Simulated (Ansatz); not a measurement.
A structure relaxed at r2SCAN-D4/def2-SVPD in Ansatz, charge -1, doublet:

Cartesian coordinates in Å:
```
Au 0.1742 1.6445 0.5767
Au -1.2385 -1.7359 1.5274
Au 0.8883 4.0091 1.3841
Au 1.3476 -1.9371 -1.0383
Si -0.4497 -0.4157 -0.2182
Si -0.7220 -1.5648 -2.2318
```

Task: Give its formula.

Result: the cluster Si2Au4⁻.

Task: Summarise the bond lengths by kind (pairs closer than 1.2 times the sum of covalent radii, bridged metal pairs left out).

Result: 4 × Au–Si 2.29 to 2.49 Å; 1 × Au–Au 2.60 Å; 1 × Si–Si 2.33 Å.

In the def2 sets Au takes a core potential; there is no spin–orbit coupling. The structure comes from a short search, and lower isomers may exist.
